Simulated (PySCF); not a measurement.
## Electron correlation in S (sulfur, neutral)

[Ne] 3s2 3p4, high-spin 3P determinant. All numbers are calculated (PySCF 2.14, scalar relativity by spin-free X2C-1e, in x2c-SVPall (4s3p1d, 18 functions)). Frozen: [Ne]; 6 electrons correlated.

MP2 pair energies summed by pair of shells (mhartree):

| pair | energy | share (%) |
| --- | --- | --- |
| 3p-3p | -38.26 | 46.6 |
| 3s-3p | -36.20 | 44.1 |
| 3s-3s | -7.69 | 9.4 |

Total MP2 correlation energy: -82.15 mhartree.

Same-spin part -19.87 and opposite-spin part -62.29 mhartree; SCS-MP2 scales them by 1/3 and 6/5 to -81.37 mhartree.

```tsv
level	correlation energy (mhartree)
CCSD	-100.45
(T)	-1.12
CCSD(T)	-101.57
```

Diagnostics: T1 = 0.0072, D1 = 0.0208, largest double amplitude 0.050.

Task: Is a single reference adequate?

Result: Yes: T1 lies below 0.03 and no double amplitude reaches 0.07.
